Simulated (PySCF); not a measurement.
## Working with the constants of SrBr

UHF-MP2 constants of SrBr, ²Σ⁺ (doublet), unpaired electrons σ ↑ (PySCF, scalar-relativistic core potentials, basis sets Sr def2-SVP with ECP28, Br def2-SVP; masses 87.9056 and 78.9183 u):

```
ωe              : 219.1 cm⁻¹
ωexe            : 0.467 cm⁻¹
Be              : 0.052053 cm⁻¹
αe              : 0.000161 cm⁻¹
D (centrifugal) : 1.18e-08 cm⁻¹
De to Sr + Br   : 3.64 eV
```

(1) Give the vibrational terms G(v) and spacings up to v = 6.

(2) How well does the Morse estimate ωe²/(4ωexe) reproduce De, and what is D0?

Correlated steps freeze 9 core orbitals. Correlated levels converge slowly with the basis: in double zeta they bind strong bonds too weakly, by up to about 1 eV, and carry superposition errors of some tenths. Spin–orbit coupling is left out. The state was picked by a PBE0 search and need not be the measured ground state.

Answers

(1) G(v) = ωe(v+½) − ωexe(v+½)².

```
v  G(v) (cm⁻¹)  G(v) − G(v−1)  Bv (cm⁻¹)
0        109.4                   0.05197
1        327.6          218.2    0.05181
2        544.8          217.2    0.05165
3        761.1          216.3    0.05149
4        976.5          215.4    0.05133
5       1190.9          214.4    0.05117
6       1404.4          213.5    0.05101
```

(2) It gives 3.19 eV, 88 % of the computed De. D0 = De − G(0) = 3.64 − 0.01 = 3.63 eV.
